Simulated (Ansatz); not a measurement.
One change: `CC(C)[SiH]` becomes `CC(C)[Si]N`.

Ansatz, PBE0-D4/def2-TZVP geometries, multiplicity 1. Each molecule was computed in one conformer, which needn't be the lowest.

```
                                          property  `CC(C)[SiH]`
                HOMO energy (PBE0/def2-TZVPP) / eV         -6.11
size of the dipole moment (ωB97M-V/def2-TZVPP) / D          1.69
               HOMO energy (B3LYP/def2-TZVPP) / eV         -5.94
  size of the dipole moment (B3LYP/def2-TZVPP) / D          1.74
           HOMO–LUMO gap (ωB97M-V/def2-TZVPP) / eV          8.73
    zero-point energy (PBE0-D4/def2-TZVP) / kJ/mol         262.5
```

Q: Give the same properties after the change, and the shifts. (Best estimate.)

A: The calculation gave: 
```csv
property,`CC(C)[Si]N`,shift
HOMO energy (PBE0/def2-TZVPP) / eV,-5.87,0.24
size of the dipole moment (ωB97M-V/def2-TZVPP) / D,1.79,0.10
HOMO energy (B3LYP/def2-TZVPP) / eV,-5.70,0.24
size of the dipole moment (B3LYP/def2-TZVPP) / D,1.83,0.09
HOMO–LUMO gap (ωB97M-V/def2-TZVPP) / eV,8.83,0.10
zero-point energy (PBE0-D4/def2-TZVP) / kJ/mol,315.1,52.6
```

With PBE0 the HOMO rises by 0.24 eV and the LUMO rises by 0.30 eV, so the gap widens by about 0.06 eV. PBE moves the HOMO by 0.26 eV and ωB97M-V by 0.23 eV. The zero-point energy changes by 52.6 kJ/mol with +6 modes. Dipoles are sizes alone; their direction can turn.

B3LYP here is the variant with VWN-RPA as its local correlation; programs differ in this.
